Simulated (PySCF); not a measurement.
Precursor series Mo Cl-OH. All species are isolated molecules in the gas phase. One relaxed conformer stands for each flexible species; it need not be the lowest.

These are B3LYP-D3(BJ)/def2-TZVP // r2SCAN-D4/def2-SVP (PySCF 2.14.0) values and carry that method's errors. B3LYP has the VWN-RPA correlation part, as in Gaussian. 

| species | HOMO–LUMO gap (eV) | HOMO (eV) |
|---|---|---|
| 0 of 6 Cl replaced by OH ([Mo(Cl)6]) | 2.84 | -8.90 |
| 1 of 6 Cl replaced by OH ([Mo(Cl)5(OH)]) | … | -8.64 |
| 2 of 6 Cl replaced by OH | … | -8.51 |
| 4 of 6 Cl replaced by OH ([Mo(Cl)2(OH)4]) | 3.45 | -8.14 |
| 5 of 6 Cl replaced by OH | … | -7.86 |
| 6 of 6 Cl replaced by OH ([Mo(OH)6]) | 4.75 | -8.53 |

**Question.** Fill in the missing entries.

**Answer.** 
- 1 of 6 Cl replaced by OH ([Mo(Cl)5(OH)]), HOMO–LUMO gap (eV): 2.75
- 2 of 6 Cl replaced by OH, HOMO–LUMO gap (eV): 3.02
- 5 of 6 Cl replaced by OH, HOMO–LUMO gap (eV): 3.93
